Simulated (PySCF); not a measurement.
Si(H)3(Cl) anion (ClH3Si), SMILES Cl[SiH3] (connectivity only; charge and spin as stated), charge -1, multiplicity 2.

Geometry optimised at TPSSh-D3(BJ)/def2-TZVPD. The spin state was assumed, not searched. The isomer is the one that the SMILES or the coordinates give; other isomers of the formula were not compared.

These are TPSSh-D3(BJ)/def2-TZVPD run with PySCF values and carry that method's errors.

Frequencies are harmonic and unscaled.

```tsv
mode	ν (cm⁻¹)	IR (km/mol)	moving atoms (share of kinetic energy)
1	198	83.3	Si 50 %, Cl 47 %
2	400	3.9	H 90 %, Si 8 %
3	443	14.6	H 92 %
4	848	99.2	H 93 %
5	959	209.3	H 96 %
6	983	42.5	H 98 %
7	1827	612.1	H 97 %
8	2128	120.6	H 98 %
9	2136	259.3	H 96 %
```
